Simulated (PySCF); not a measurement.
## Gas-phase XPS of `C=CC(=C)CNC(C)=S`, computed

C7H11NS.
Geometry (PBE0-D3(BJ)/def2-SVP, Å), atoms numbered from 1 in this order:
```
atom  x, y, z in Å
C1     1.530    1.105    0.074
C2     1.821   -0.157    0.420
C3     1.146   -1.361   -0.073
C4     1.591   -2.585    0.259
C5    -0.065   -1.203   -0.956
N6    -1.179   -0.631   -0.234
C7    -1.921    0.419   -0.621
C8    -2.988    0.805    0.366
S9    -1.688    1.253   -2.033
H10    2.104    1.937    0.488
H11    0.730    1.358   -0.630
H12    2.642   -0.339    1.123
H13    2.471   -2.716    0.895
H14    1.099   -3.490   -0.107
H15   -0.351   -2.182   -1.374
H16    0.130   -0.527   -1.804
H17   -1.389   -1.048    0.666
H18   -3.626    1.588   -0.056
H19   -3.609   -0.065    0.635
H20   -2.521    1.187    1.290
```

Level of theory: delta-SCF UKS SCAN, pcX-2 on the ionised atom, pcseg-1 elsewhere, spin-free X2C (PySCF 2.14.0). These are vertical core ionisation energies against the vacuum level, from separate self-consistent calculations with and without the core hole.

Question: List the computed XPS lines with their assignment.

Answer: 
| atom(s) | environment | level | binding energy (eV) | above the level's lowest (eV) | count |
| --- | --- | --- | --- | --- | --- |
| C4 | terminal =CH2 carbon | C 1s | 289.89 | 0.00 | 1 |
| C1 | terminal =CH2 carbon | C 1s | 289.89 | 0.00 | 1 |
| C2 | alkene CH carbon | C 1s | 290.60 | +0.71 | 1 |
| C3 | fully substituted alkene carbon | C 1s | 290.79 | +0.90 | 1 |
| C8 | methyl carbon | C 1s | 291.09 | +1.20 | 1 |
| C5 | sp3 carbon bound to nitrogen | C 1s | 291.80 | +1.91 | 1 |
| C7 | thiocarbonyl carbon | C 1s | 292.44 | +2.55 | 1 |
| N6 | nitrogen bound to a thiocarbonyl carbon | N 1s | 405.90 | 0.00 | 1 |
| S9 | thiocarbonyl sulfur | S 1s | 2475.28 | 0.00 | 1 |

The listed C 1s values span 2.55 eV, from C4 (bonded to C (double bond) and 2 H) to C7 (bonded to N, S (double bond) and C). The widest gap between neighbouring values is 0.71 eV, between 289.89 and 290.60 eV. Summing the Pauling electronegativity differences to the bonded atoms, each weighted by its formal bond order, gives -0.70 for the lowest site and +0.55 for the highest; no listed site has a larger sum than the highest. The smallest sum, -1.05, belongs to C8, 1.20 eV above the lowest. The values 289.89 and 289.89 eV lie too close for their order to be trusted.

Question: Which photon energy gives electrons from C 1s of C7 a kinetic energy of 20 eV, and what is their de Broglie wavelength?

Answer: hν = 292.44 + 20 = 312.44 eV, recoil neglected; λ = 12.264 Å/√(E/eV) = 2.74 Å.

Not every level is listed. Spin contamination (⟨S²⟩ against 0.75 for a pure doublet) is marked for C 1s of C1 (0.85), C 1s of C2 (0.94) and C 1s of C3 (0.94), which makes these values less certain. Isolated species at its PBE0-D3(BJ)/def2-SVP geometry (one conformer only).

On x86-64 server, one thread, shared host, this took 4.6 min of wall time.
